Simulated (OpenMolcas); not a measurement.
3d² along the 20-electron sequence

```json
{"Program": "OpenMolcas 26.06", "Method": "SS-RASPT2, IPEA 0.25 Eh, imaginary shift 0.1 Eh", "Basis": "ANO-RCC-VQZP", "Scalar Hamiltonian": "DKH2, point nucleus", "Spin-orbit coupling": "RASSI with atomic mean-field integrals over the reference wave functions, term energies averaged over their components"}
```

Active space for each ion: 8 electrons in 8 orbitals (RAS1 3p, at most 2 holes; RAS2 3d); closed shells correlated by CASPT2: 3s.

Computed levels in cm-1 above ³F₂:

```json
{"Level": "³F₃", "Ti2+": "215", "V3+": "342", "Cr4+": "525", "Mn5+": "757", "Co7+": "1473"}
{"Level": "³F₄", "Ti2+": "493", "V3+": "782", "Cr4+": "1193", "Mn5+": "1710", "Co7+": "3280"}
{"Level": "¹D₂", "Ti2+": "8350", "V3+": "10910", "Cr4+": "13150", "Mn5+": "15430", "Co7+": "19920"}
{"Level": "³P₀", "Ti2+": "10880", "V3+": "13690", "Cr4+": "16040", "Mn5+": "18440", "Co7+": "23080"}
{"Level": "³P₁", "Ti2+": "10960", "V3+": "13810", "Cr4+": "16230", "Mn5+": "18710", "Co7+": "23630"}
{"Level": "³P₂", "Ti2+": "11110", "V3+": "14060", "Cr4+": "16630", "Mn5+": "19320", "Co7+": "24910"}
{"Level": "¹G₄", "Ti2+": "14270", "V3+": "18480", "Cr4+": "22140", "Mn5+": "25730", "Co7+": "32980"}
{"Level": "¹S₀", "Ti2+": "31100", "V3+": "41810", "Cr4+": "50870", "Mn5+": "59580", "Co7+": "75560"}
{"Level": "weight of ³F in the lowest level (%)", "Ti2+": "100", "V3+": "100", "Cr4+": "100", "Mn5+": "100", "Co7+": "100"}
```

Measured, with the error of the calculation in %. Measured levels: Ti2+ from Corliss and Sugar, J. Phys. Chem. Ref. Data 8, 1 (1979); V3+ from Sugar and Corliss, J. Phys. Chem. Ref. Data 7, 1191 (1978); Cr4+ from Sugar and Corliss, J. Phys. Chem. Ref. Data 6, 317 (1977); Mn5+ from Corliss and Sugar, J. Phys. Chem. Ref. Data 6, 1253 (1977); Co7+ from Sugar and Corliss, J. Phys. Chem. Ref. Data 10, 1097 (1981).

| Level | Ti2+ | V3+ | Cr4+ | Mn5+ | Co7+ |
| --- | --- | --- | --- | --- | --- |
| ³F₃ | 185 (+16.2) | 325 (+5.2) | 508 (+3.4) | 746 (+1.5) | 1430 (+3.0) |
| ³F₄ | 420 (+17.2) | 735 (+6.5) | 1142 (+4.5) | 1669 (+2.4) | 3144 (+4.2) |
| ¹D₂ | 8474 (-1.5) | 10959 (-0.4) | 13188 (-0.3) | 15336 (+0.6) | 19624 (+1.5) |
| ³P₀ | 10538 (+3.3) |  | 15492 (+3.6) | 17782 (+3.7) | 22304 (+3.5) |
| ³P₁ | 10604 (+3.3) | 13239 (+4.3) | 15677 (+3.5) | 18057 (+3.6) | 22839 (+3.5) |
| ³P₂ | 10721 (+3.6) | 13458 (+4.5) | 16041 (+3.7) | 18628 (+3.7) | 24055 (+3.6) |
| ¹G₄ | 14398 (-0.9) | 18391 (+0.5) | 22019 (+0.5) | 25511 (+0.9) | 32360 (+1.9) |
| ¹S₀ | 32476 (-4.2) | 42462 (-1.5) | 51146 (-0.5) |  | 74247 (+1.8) |

The fine-structure level ³F₄ changes by a factor of 6.65 from Ti2+ to Co7+. Its fourth root runs 4.71, 5.29, 5.88, 6.43, 7.57, with steps per unit of Z of 0.58, 0.59, 0.55, 0.57; equal steps would mean a (Z - σ)^4 law with constant σ.

¹D₂ changes by a factor of 2.39 over the same range, with steps per unit of Z of +2560, +2240, +2280, +2240 cm-1.

CASPT2 breaks the degeneracy within a term, and the mean is taken; among the terms shown or strongly mixed into the levels shown the widest spread is 480 cm-1 (3d² ¹G, V3+). Active for correlation alone: 3p; no level in the range computed is led by a configuration that opens it, so any true level of that kind is missing. Measured partners are found by configuration, term and J. A level has none where our copy of the source lacks it or the pairing is in doubt (some pairs that miss far off the trend of their configuration count as doubtful), and it then counts in no deviation. Only configurations of the active space appear.
